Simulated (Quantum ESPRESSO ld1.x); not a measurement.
ld1.x (Quantum ESPRESSO 7.5) input

```
 &input
    zed=80.0,
    iswitch=1,
    rel=1,
    dft='OLYP',
    config='[Xe] 4f14 5d8',
    verbosity='high',
    prefix='ld1',
    max_out_wfc=37,
    file_charge='ld1.rho',
 /
```

Command: `OMP_NUM_THREADS=1 ld1.x < ld1.in > ld1.out`

Output:

```
     Program LD1 v.7.5 starts

     Message from routine set_dft_from_name:
     OPTX untested! please test
     Message from routine set_dft_from_name:
     OPTX untested! please test
     --------------------------- All-electron run ----------------------------

     scalar relativistic calculation

     atomic number is 80.00
     dft =OLYP   lsd =0 sic =0 latt =0  beta=0.20 tr2=1.0E-14
     Exchange-correlation= OLYP
                           (   0   3   6   3   0   0   0)
     mesh =2125 r(mesh) = 100.48147 a.u. xmin = -8.00 dx = 0.00800
     1 Ry =  13.60569312 eV, c = 137.03599908

     n l     nl                  e(Ry)          e(Ha)          e(eV)
     1 0     1S 1( 2.00)   -6117.436724549   -3058.718362275 -83231.9667735
     2 0     2S 1( 2.00)   -1087.871629883    -543.935814942 -14801.2475534
     2 1     2P 1( 6.00)    -938.572758479    -469.286379239 -12769.9329255
     3 0     3S 1( 2.00)    -261.133405141    -130.566702570  -3552.9009745
     3 1     3P 1( 6.00)    -218.005624170    -109.002812085  -2966.1176215
     4 0     4S 1( 2.00)     -60.375447769     -30.187723884   -821.4498145
     4 1     4P 1( 6.00)     -46.232557516     -23.116278758   -629.0259898
     3 2     3D 1(10.00)    -172.729480584     -86.364740292  -2350.1043061
     5 0     5S 1( 2.00)     -12.431628475      -6.215814238   -169.1409221
     5 1     5P 1( 6.00)      -8.587876197      -4.293938099   -116.8440081
     4 2     4D 1(10.00)     -29.480454827     -14.740227414   -401.1020215
     4 3     4F 1(14.00)     -10.884639403      -5.442319701   -148.0930635
     5 2     5D 1( 8.00)      -4.219874380      -2.109937190    -57.4143158

     final scf error:  7.6E-15 reached in  35 iterations

     Etot =  -39250.752054 Ry,  -19625.376027 Ha, -534033.687293 eV

     Ekin =   44074.382616 Ry,   22037.191308 Ha,  599662.524461 eV
     Encl =  -97509.551062 Ry,  -48754.775531 Ha,-1326685.028306 eV
     Eh   =   14935.991586 Ry,    7467.995793 Ha,  203214.518004 eV
     Exc  =    -751.575194 Ry,    -375.787597 Ha,  -10225.701452 eV

     normalization and overlap integrals

     s(1S/1S) =  1.000000  <r> =   0.0166  <r2> =    0.0004  r(max) =   0.0102
     s(1S/2S) = -0.038506
     s(1S/3S) = -0.016891
     s(1S/4S) = -0.008367
     s(1S/5S) = -0.003781
     s(2S/2S) =  1.000000  <r> =   0.0699  <r2> =    0.0058  r(max) =   0.0590
     s(2S/3S) = -0.010886
     s(2S/4S) = -0.005138
     s(2S/5S) = -0.002298
     s(2P/2P) =  1.000000  <r> =   0.0633  <r2> =    0.0049  r(max) =   0.0491
     s(2P/3P) = -0.008489
     s(2P/4P) = -0.003797
     s(2P/5P) = -0.001574
     s(3S/3S) =  1.000000  <r> =   0.1806  <r2> =    0.0373  r(max) =   0.1670
     s(3S/4S) = -0.003753
     s(3S/5S) = -0.001621
     s(3P/3P) =  1.000000  <r> =   0.1821  <r2> =    0.0385  r(max) =   0.1670
     s(3P/4P) = -0.003144
     s(3P/5P) = -0.001259
     s(4S/4S) =  1.000000  <r> =   0.3990  <r2> =    0.1797  r(max) =   0.3746
     s(4S/5S) = -0.001144
     s(4P/4P) =  1.000000  <r> =   0.4252  <r2> =    0.2055  r(max) =   0.3961
     s(4P/5P) = -0.000903
     s(3D/3D) =  1.000000  <r> =   0.1650  <r2> =    0.0318  r(max) =   0.1356
     s(3D/4D) = -0.002299
     s(3D/5D) = -0.000734
     s(5S/5S) =  1.000000  <r> =   0.8965  <r2> =    0.9002  r(max) =   0.8269
     s(5P/5P) =  1.000000  <r> =   1.0244  <r2> =    1.1818  r(max) =   0.9249
     s(4D/4D) =  1.000000  <r> =   0.4484  <r2> =    0.2322  r(max) =   0.4025
     s(4D/5D) = -0.000578
     s(4F/4F) =  1.000000  <r> =   0.4809  <r2> =    0.2788  r(max) =   0.3657
     s(5D/5D) =  1.000000  <r> =   1.3318  <r2> =    2.0371  r(max) =   1.1297

     ------------------------ End of All-electron run ------------------------
```

Run on one thread of a shared host, so times are rough (Intel(R) Xeon(R) Processor @ 2.60GHz): 0.76 s of CPU time, 1 s wall, 35 iterations on 2125 mesh points.
